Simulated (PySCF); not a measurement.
HBCl₂ (SMILES ClBCl), singlet, at a GFN2-xTB geometry. Base run: PBE0/def2-SVP, polarisability (PySCF).

The PySCF input:
```python
from pyscf import gto, scf, dft
from pyscf.prop import polarizability

mol = gto.M(
    atom='''
B    -0.505009   -0.303719   -0.362575
H    -1.361258   -0.818676   -0.977324
Cl   -0.338157    1.389074   -0.393734
Cl    0.566763   -1.251588    0.557863
''',
    basis='def2-svp',
    charge=0,
    spin=0,
    verbose=4,
)

mf = dft.RKS(mol)
mf.xc = 'pbe0'
mf.kernel()
alpha = mf.Polarizability().polarizability()[2, 2]
print('alpha_zz =', alpha)
```

Variants of this job, named by their change:

```
change                                         alpha_zz (bohr³)  basis functions
---------------------------------------------  ----------------  ---------------
base                                                      23.18               55
finite field (a.u.) = 2e-4; conv_tol = 1e-6               16.18               55
finite field (a.u.) = 0.001; conv_tol = 1e-11             23.18               55
finite field (a.u.) = 0.005; conv_tol = 1e-11             23.19               55
basis = cc-pVTZ                                           30.46              112
basis = STO-3G                                             8.06               24
basis = 6-31G*                                            22.72               52
finite field (a.u.) = 0.02; conv_tol = 1e-11              23.21               55
finite field (a.u.) = 0.05; conv_tol = 1e-11              23.35               55
basis = def2-SVPD                                         36.11               82
basis = cc-pVDZ                                           24.38               55
basis = 6-31G                                             19.44               37
```

Finite-field rows take the second difference of the energy in a field along z; a small field with loose convergence shows SCF noise divided by the square of the field, and a large one adds hyperpolarisability.
